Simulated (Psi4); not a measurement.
C2H6OS, charge +1, doublet, at a GFN2-xTB geometry (a state made from the parent by changing its charge; the spin is typed, not shown lowest). Base run: CAM-B3LYP/6-31G in Psi4.

Psi4 was given this input:
```
memory 2 GB

molecule {
1 2
C    -1.30956027    0.64165426   -0.78188424
S     0.00505826   -0.41669803   -0.07959067
C     1.54492139    0.56256668   -0.18640788
O    -0.28988667   -0.66512662    1.30126565
H    -2.25756047    0.11057683   -0.72631947
H    -1.06745328    0.86084288   -1.81688002
H    -1.37449429    1.55165765   -0.18678638
H     1.41487689    1.47437405    0.39510721
H     2.36213553   -0.01741859    0.23740007
H     1.74849007    0.78282306   -1.22944318
}

set {
  basis 6-31g
  reference uks
}

energy('cam-b3lyp')
print_variables()
```

Each row names what was changed in the base input (with any setting that the change needs).

```json
[
 {"change": "base", "ΔE vs base (µEh)": "0.0", "SCF cycles": "10", "grid points": "214316", "basis functions": "52"},
 {"change": "guess = sadno", "ΔE vs base (µEh)": "0.0", "SCF cycles": "11", "grid points": "214316", "basis functions": "52"},
 {"change": "level_shift = 0.3", "ΔE vs base (µEh)": "0.0", "SCF cycles": "10", "grid points": "214316", "basis functions": "52"},
 {"change": "dft_pruning_scheme = treutler", "ΔE vs base (µEh)": "-174", "SCF cycles": "10", "grid points": "117940", "basis functions": "52"},
 {"change": "guess = gwh", "ΔE vs base (µEh)": "0.0", "SCF cycles": "14", "grid points": "214316", "basis functions": "52"},
 {"change": "e_convergence = 1e-8", "ΔE vs base (µEh)": "0.0", "SCF cycles": "11", "grid points": "214316", "basis functions": "52"},
 {"change": "guess = sap", "ΔE vs base (µEh)": "0.0", "SCF cycles": "11", "grid points": "214316", "basis functions": "52"},
 {"change": "dft_spherical_points = 974", "ΔE vs base (µEh)": "4.5", "SCF cycles": "10", "grid points": "690028", "basis functions": "52"},
 {"change": "e_convergence = 1e-10", "ΔE vs base (µEh)": "0.0", "SCF cycles": "13", "grid points": "214316", "basis functions": "52"},
 {"change": "damping_percentage = 20", "ΔE vs base (µEh)": "0.6", "SCF cycles": "16", "grid points": "214316", "basis functions": "52"},
 {"change": "dft_radial_points = 150", "ΔE vs base (µEh)": "0.7", "SCF cycles": "10", "grid points": "425642", "basis functions": "52"},
 {"change": "guess = core", "ΔE vs base (µEh)": "0.0", "SCF cycles": "14", "grid points": "214316", "basis functions": "52"},
 {"change": "dft_nuclear_scheme = stratmann", "ΔE vs base (µEh)": "1.9", "SCF cycles": "10", "grid points": "197307", "basis functions": "52"}
]
```

Open shells are given as the SCF converged; they aren't shown to be the lowest states, and a large step between rows can be another state.
